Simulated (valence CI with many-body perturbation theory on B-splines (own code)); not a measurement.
E1 transitions of La XLV

Computed by configuration interaction combined with many-body perturbation theory (CI+MBPT): three valence electrons over a frozen Dirac-Fock core [Ne], radial functions for each j: 11 s, 11 p, 10 d, 8 f, 5 g, 2 h, with the one-electron correlation potential Σ1 (screened to all orders), the two-electron term Σ2, the three-electron term Σ3, Breit, model QED; selected single and double excitations, second order for the rest, scaled by the run's own slope (own B-spline code, finite nucleus).

The last digits are not significant, and no measured levels were compared; by estimate large intervals hold to a few tenths of a per cent, small ones and those within an open d or f shell to about a per cent.

Lines 101 to 150 of 585 in falling wavelength, among levels below 13902 × 10³ cm⁻¹, chosen from the strongest by gf and those to the six lowest levels. Wavelengths and rates use the calculated energies. Electric multipoles are in the length gauge with retardation, E1 and E2 with the static RPA response of the core. Weak lines are less certain than strong ones. Lines between different terms over intervals too small for the method are left out, as are lines whose strength nearly cancels. The highest levels of a list are the least certain.

Levels are named by their leading jj configuration (3d3/2^4 stands for four electrons in 3d with j = 3/2), which in mixed levels can hold well under half, so a name can repeat and another be missing. Letters in brackets count levels of one name in rising energy.

| λ vac (nm) | Upper | Lower | A (s⁻¹) | S (a.u.) |
| --- | --- | --- | --- | --- |
| 7.147 | (3p3/2 3d5/2^2) J=11/2 | (3p3/2^2 3d5/2) J=9/2 | 1.13e+11 | 2.45e-01 |
| 7.135 | (3d3/2^2 3d5/2) J=9/2 | (3p3/2 3d3/2 3d5/2) J=9/2 [a] | 2.54e+10 | 4.55e-02 |
| 7.130 | (3d3/2 3d5/2^2) J=7/2 [b] | (3p3/2 3d5/2^2) J=7/2 [a] | 4.62e+10 | 6.62e-02 |
| 7.130 | (3p3/2 3d3/2 3d5/2) J=5/2 [b] | (3p3/2^2 3d3/2) J=3/2 [a] | 6.13e+10 | 6.58e-02 |
| 7.112 | (3d3/2^2 3d5/2) J=5/2 [a] | (3p3/2 3d3/2^2) J=5/2 | 2.31e+10 | 2.46e-02 |
| 7.109 | (3d3/2 3d5/2^2) J=7/2 [b] | (3p3/2 3d3/2 3d5/2) J=5/2 [c] | 4.80e+10 | 6.81e-02 |
| 7.105 | (3p3/2 3d5/2^2) J=7/2 [a] | (3p3/2^2 3d5/2) J=7/2 | 2.04e+10 | 2.89e-02 |
| 7.087 | (3d3/2^2 3d5/2) J=5/2 [b] | (3p3/2 3d3/2 3d5/2) J=3/2 [a] | 3.59e+10 | 3.78e-02 |
| 7.084 | (3d3/2 3d5/2^2) J=5/2 [a] | (3p3/2 3d3/2 3d5/2) J=3/2 [b] | 6.97e+10 | 7.34e-02 |
| 7.079 | (3s 3p1/2 3d5/2) J=5/2 [b] | (3s 3p1/2 3p3/2) J=3/2 [b] | 3.29e+10 | 3.46e-02 |
| 7.079 | (3p1/2 3p3/2 3d5/2) J=5/2 [a] | (3p1/2 3p3/2^2) J=5/2 | 2.50e+10 | 2.62e-02 |
| 7.039 | (3s 3p1/2 3d5/2) J=5/2 [a] | (3s 3p1/2 3p3/2) J=5/2 | 2.13e+09 | 2.20e-03 |
| 7.035 | (3s 3p3/2 3d5/2) J=5/2 [a] | (3s 3p3/2^2) J=5/2 | 3.89e+10 | 4.02e-02 |
| 7.030 | (3d3/2 3d5/2^2) J=7/2 [a] | (3p3/2 3d3/2 3d5/2) J=5/2 [b] | 6.04e+10 | 8.29e-02 |
| 7.016 | (3p3/2 3d3/2 3d5/2) J=9/2 [b] | (3p3/2^2 3d3/2) J=7/2 | 1.57e+11 | 2.68e-01 |
| 7.013 | (3d3/2 3d5/2^2) J=9/2 | (3p3/2 3d3/2 3d5/2) J=7/2 [b] | 1.46e+10 | 2.49e-02 |
| 7.010 | (3s 3d5/2^2) J=9/2 | (3s 3p3/2 3d5/2) J=7/2 [a] | 7.55e+10 | 1.28e-01 |
| 6.975 | (3s 3p1/2 3d5/2) J=3/2 | (3s 3p1/2 3p3/2) J=3/2 [b] | 1.28e+10 | 8.61e-03 |
| 6.971 | (3p3/2 3d5/2^2) J=9/2 | (3p3/2^2 3d5/2) J=7/2 | 1.61e+11 | 2.70e-01 |
| 6.959 | (3d5/2^3) J=9/2 | (3p3/2 3d5/2^2) J=9/2 | 6.03e+10 | 1.00e-01 |
| 6.952 | (3p3/2 3d3/2 3d5/2) J=3/2 [c] | (3p3/2^2 3d3/2) J=3/2 [b] | 4.78e+10 | 3.17e-02 |
| 6.939 | (3p1/2 3d5/2^2) J=5/2 | (3p1/2 3p3/2 3d5/2) J=7/2 [b] | 2.76e+10 | 2.74e-02 |
| 6.938 | (3d3/2^2 3d5/2) J=7/2 | (3p3/2 3d3/2^2) J=7/2 | 3.08e+10 | 4.06e-02 |
| 6.930 | (3d5/2^3) J=3/2 | (3p3/2 3d3/2 3d5/2) J=1/2 [b] | 9.43e+10 | 6.19e-02 |
| 6.929 | (3d3/2^2 3d5/2) J=5/2 [a] | (3p3/2 3d3/2^2) J=3/2 [a] | 5.79e+10 | 5.70e-02 |
| 6.928 | (3d5/2^3) J=5/2 | (3p3/2 3d5/2^2) J=5/2 [b] | 1.25e+11 | 1.23e-01 |
| 6.921 | (3p1/2 3d3/2 3d5/2) J=5/2 [a] | (3p1/2 3p3/2 3d3/2) J=3/2 [a] | 4.13e+10 | 4.05e-02 |
| 6.914 | (3p3/2 3d3/2 3d5/2) J=7/2 [c] | (3p3/2^2 3d3/2) J=5/2 | 1.68e+11 | 2.19e-01 |
| 6.905 | (3d3/2^2 3d5/2) J=9/2 | (3p3/2 3d3/2^2) J=7/2 | 1.11e+11 | 1.80e-01 |
| 6.901 | (3p3/2 3d5/2^2) J=5/2 [a] | (3p3/2^2 3d3/2) J=5/2 | 3.36e+10 | 3.27e-02 |
| 6.880 | (3d3/2^2 3d5/2) J=5/2 [b] | (3p3/2 3d3/2 3d5/2) J=5/2 [a] | 2.98e+10 | 2.87e-02 |
| 6.866 | (3p1/2 3d3/2 3d5/2) J=5/2 [b] | (3p1/2 3p3/2 3d3/2) J=3/2 [b] | 3.54e+10 | 3.39e-02 |
| 6.856 | (3d5/2^3) J=5/2 | (3p3/2 3d5/2^2) J=7/2 [b] | 6.71e+10 | 6.40e-02 |
| 6.853 | (3s^2 3d5/2) J=5/2 | (3s^2 3p3/2) J=3/2 | 4.46e+10 | 4.25e-02 |
| 6.850 | (3p1/2 3d3/2 3d5/2) J=7/2 [a] | (3p1/2 3p3/2 3d3/2) J=5/2 [a] | 4.82e+10 | 6.12e-02 |
| 6.849 | (3p3/2 3d5/2^2) J=7/2 [a] | (3p3/2^2 3d5/2) J=9/2 | 2.46e+10 | 3.12e-02 |
| 6.848 | (3p3/2 3d3/2 3d5/2) J=5/2 [d] | (3p3/2^2 3d3/2) J=3/2 [b] | 1.40e+11 | 1.33e-01 |
| 6.848 | (3d3/2^2 3d5/2) J=7/2 | (3p3/2 3d3/2^2) J=5/2 | 9.39e+10 | 1.19e-01 |
| 6.838 | (3p1/2 3d3/2 3d5/2) J=7/2 [b] | (3p1/2 3p3/2 3d5/2) J=7/2 [a] | 3.59e+10 | 4.53e-02 |
| 6.836 | (3d3/2 3d5/2^2) J=7/2 [b] | (3p3/2 3d3/2 3d5/2) J=9/2 [b] | 3.45e+10 | 4.35e-02 |
| 6.829 | (3s 3p1/2 3d3/2) J=1/2 | (3s 3p1/2 3p3/2) J=3/2 [a] | 3.66e+09 | 1.15e-03 |
| 6.816 | (3d3/2 3d5/2^2) J=3/2 [b] | (3p3/2 3d5/2^2) J=1/2 | 6.79e+10 | 4.25e-02 |
| 6.812 | (3s 3d3/2 3d5/2) J=5/2 [b] | (3s 3p3/2 3d3/2) J=3/2 [b] | 3.32e+10 | 3.11e-02 |
| 6.801 | (3p1/2 3d3/2 3d5/2) J=7/2 [b] | (3p1/2 3p3/2 3d3/2) J=5/2 [b] | 9.59e+10 | 1.19e-01 |
| 6.797 | (3p1/2 3p3/2 3d5/2) J=1/2 | (3p1/2 3p3/2^2) J=1/2 | 1.37e+11 | 4.25e-02 |
| 6.776 | (3s 3d3/2 3d5/2) J=7/2 [a] | (3s 3p3/2 3d3/2) J=5/2 [a] | 8.58e+10 | 1.05e-01 |
| 6.766 | (3d3/2 3d5/2^2) J=5/2 [b] | (3p3/2 3d3/2 3d5/2) J=7/2 [c] | 3.99e+10 | 3.66e-02 |
| 6.762 | (3s 3p1/2 3d3/2) J=3/2 [b] | (3s 3p1/2 3p3/2) J=3/2 [a] | 6.68e+09 | 4.08e-03 |
| 6.758 | (3s 3p1/2 3d5/2) J=7/2 | (3s 3p1/2 3p3/2) J=5/2 | 5.28e+10 | 6.43e-02 |
| 6.756 | (3p1/2^2 3d5/2) J=5/2 | (3p1/2^2 3p3/2) J=3/2 | 4.13e+10 | 3.77e-02 |
